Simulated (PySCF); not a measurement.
PySCF input for CrO₂F, SMILES [O]=[Cr](=[O])[F] (connectivity only; charge and spin as stated), neutral, multiplicity 2, PBE0-D3(BJ)/def2-SVP. The structure is a stationary point at PBE0-D3(BJ)/def2-SVP. The geometry has at least one imaginary mode, so it is a saddle point at that level. The multiplicity is an assumed one; other spin states were not compared. The isomer is the one that the SMILES or the coordinates give; other isomers of the formula were not compared.

```python
import numpy as np
from pyscf import gto, scf, dft, df
from pyscf.hessian import thermo

mol = gto.M(
    atom='''
    Cr    0.00000000    0.00000000    0.04011286
    O     0.00000000    1.29841460    0.87870735
    O     0.00000000   -1.29841459    0.87870736
    F     0.00000000   -0.00000001   -1.66911404
    ''',
    basis='def2-SVP',
    charge=0,
    spin=1,
    max_memory=1600,
    verbose=3,
)
mf = dft.UKS(mol, xc='pbe0').density_fit(auxbasis='def2-universal-jkfit')
mf.disp = 'd3bj'
mf.grids.level = 3
mf.conv_tol = 1e-11
mf.max_cycle = 100
mf.kernel()
fine, coarse = mf.grids, dft.Grids(mol).set(level=1).build(with_non0tab=True)
for _ in range(3):  # follow internal instabilities
    mf.grids = coarse
    mo, _, stable, _ = mf.stability(return_status=True, nroots=4)
    mf.grids = fine
    if stable:
        break
    mf.kernel(mf.make_rdm1(mo, mf.mo_occ))

# [left out here: the lines that compute and print the analytic Hessian (its translational invariance restored by hand, since the grid's response is missing), thermochemistry and intensities]
```

Output:

```

WARN: HOMO -0.32062762454182 >= LUMO -0.320627624541816

converged SCF energy = -1293.97167846359  <S^2> = 0.81345559  2S+1 = 2.0624797
<class 'pyscf.df.df_jk.DFUKS'> wavefunction is stable in the internal stability analysis

WARN: DFTD3 does not support analytical Hessian, using finite difference


WARN: Mole.unit (angstrom) is changed to Bohr

Mode                                 0                   1                   2
Irrep
Freq [cm^-1]                     -104.7188            241.1351            377.4744
Reduced mass [au]                  25.1749             19.6985             17.4328
Force const [Dyne/A]               -0.1627              0.6748              1.4635
Char temp [K]                    -150.6670            346.9397            543.1016
Normal mode                   x     y     z       x     y     z       x     y     z
       0  Cr                -0.10 -0.00  0.00   -0.00  0.06  0.00    0.00 -0.00  0.04
       1   O                 0.11  0.00 -0.00    0.00 -0.01  0.11   -0.00  0.11 -0.11
       2   O                 0.11 -0.00 -0.00    0.00 -0.01 -0.11   -0.00 -0.11 -0.11
       3   F                 0.09  0.00  0.00    0.00 -0.15  0.00   -0.00  0.00  0.08
Mode                                 3                   4                   5
Irrep
Freq [cm^-1]                      760.7199           1097.7038           1097.7345
Reduced mass [au]                  20.8533             20.5256             18.9681
Force const [Dyne/A]                7.1101             14.5719             13.4669
Char temp [K]                    1094.5066           1579.3514           1579.3956
Normal mode                   x     y     z       x     y     z       x     y     z
       0  Cr                 0.00  0.00 -0.06    0.00  0.08  0.00   -0.00  0.00 -0.07
       1   O                -0.00 -0.06 -0.02   -0.00 -0.13 -0.08    0.00  0.12  0.09
       2   O                -0.00  0.06 -0.02   -0.00 -0.12  0.07    0.00 -0.13  0.09
       3   F                -0.00 -0.00  0.19   -0.00 -0.00 -0.00    0.00 -0.00  0.03
temperature 298.1500 [K]
pressure 101325.00 [Pa]
Rotational constants [GHz] 9.36845 6.50452 3.83906
Symmetry number 2
Zero-point energy (ZPE) 0.00814 [Eh]   21381.859 [J/mol]
                           tot       elec      trans        rot        vib
Entropy [J/mol/K]       283.468      5.763    166.548     97.721     13.436
Cv [J/mol/K]             44.094      0.000     12.472     12.472     19.150
Cp [J/mol/K]             52.408      0.000     20.786     12.472     19.150
Internal energy [J/mol]                      3718.434   3718.434  23933.366
Internal energy [Eh]   -1293.95973  -1293.97168
Enthalpy [J/mol]                             6197.391   3718.434  23933.366
Enthalpy [Eh]          -1293.95879
Gibbs free energy [J/mol]                  -43458.841 -25417.095  19927.329
Gibbs free energy [Eh] -1293.99098
mode   freq/cm-1   IR/(km/mol)
   1     -104.72        59.420
   2      241.14         8.359
   3      377.47         0.372
   4      760.72        85.676
   5     1097.70       201.741
   6     1097.73        75.110
max |gradient| / (hartree/bohr): 0.00010762854886580046
APT charges: [ 1.7552 -0.5699 -0.5699 -0.6156]
```

The calculation finished and met its thresholds. The end point has an imaginary mode, so it is no minimum.

Cost: roughly 40 core-seconds.
